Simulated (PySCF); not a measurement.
# Simulated absorption spectrum

Compound: C₃H₇NSi.
Cartesian coordinates in Å at the GFN2-xTB level; atoms count from 1:
```xyz
12
C3H7NSi angstrom
C      2.4230   -0.8828    0.1698
N      1.1994   -0.6130    0.2766
Si     0.1289    0.4250   -0.5248
C     -1.6300   -0.2404   -0.3483
C     -1.2971    0.8648    0.6330
H      3.1014   -0.4336   -0.5574
H      2.8571   -1.6148    0.8424
H      0.4161    1.3243   -1.6311
H     -1.7916   -1.2215    0.0700
H     -2.3504    0.0025   -1.1148
H     -1.2481    0.5843    1.6733
H     -1.8076    1.8046    0.4852
```

Computed with PySCF, TDDFT B3LYP/def2-SVPD, vertical, gas phase, core orbitals frozen in the response.

Broadening: Gaussians 0.25 eV wide at half height, area fixed by f = 4.319×10⁻⁹ ∫ε dν̃. The width is an assumption, not a result. The curve ends short of the highest state used, and states not computed would add to its high-energy end.

```
E (eV)  ε (L mol⁻¹ cm⁻¹)
  3.73                 0
  3.77                 0
  3.80                 1
  3.84                 3
  3.88                 6
  3.92                12
  3.95                19
  3.99                31
  4.03                43
  4.07                52
  4.11                54
  4.14                53
  4.18                53
  4.22                75
  4.26               182
  4.29               397
  4.33              1076
  4.37              2581
  4.41              5387
  4.44              8528
  4.48             13896
  4.52             19648
  4.56             24104
  4.60             25658
  4.63             24497
  4.67             20340
  4.71             14653
  4.75              9159
  4.78              5866
  4.82              2860
  4.86              1210
  4.90               444
  4.94               141
  4.97                55
  5.01                14
  5.05                 3
  5.09                 1
  5.12                 0
  5.16                 0
  5.20                 1
  5.24                 5
  5.27                12
  5.31                33
  5.35                80
  5.39               165
  5.43               296
  5.46               418
  5.50               585
  5.54               711
  5.58               750
  5.61               711
  5.65               585
  5.69               421
  5.73               274
  5.77               199
  5.80               229
```

Problem. Locate the maxima and give the states behind the curve.

Solution. 302 nm (4.11 eV), ε about 54, made up of S1 (99%) (hardly more than a shoulder); 270 nm (4.60 eV), ε about 26000, made up of S2 (100%); 222 nm (5.57 eV), ε about 750, made up of S3 (100%) (ε in L mol⁻¹ cm⁻¹; maxima over ε = 5, shares over 10%). At its high-energy end, 5.80 eV, the curve is still rising (ε about 230, from S3 and S5). The states used: S1 4.10 eV (f 0.0005); S2 4.60 eV (f 0.238); S3 5.57 eV (f 0.0070); S4 6.11 eV (f 0.0049); S5 6.13 eV (f 0.175); S6 6.18 eV (f 0.0001); S7 6.28 eV (f 0.022); S8 6.40 eV (f 0.0024).

Problem. What would ε be at 4.60 eV, the highest of these maxima, with half the width (0.125 eV)?

Solution. About 51300 L mol⁻¹ cm⁻¹ against 25700, a factor of about 2.00; a lone state at its own centre would give exactly 2.

Problem. On this curve, what absorbance would a 10⁻⁴ mol/L sample give at 248 nm over a 1 cm path?

Solution. 248 nm is 4.999 eV, where ε is about 20 L mol⁻¹ cm⁻¹, so A = ε c l ≈ 0.002 (Beer–Lambert, with the gas-phase spectrum and the assumed width).

Problem. Coming from long wavelengths, where does ε first pass 100 L mol⁻¹ cm⁻¹?

Solution. At about 293 nm (4.24 eV), 0.13 eV above S1.

One conformer stands for the species.
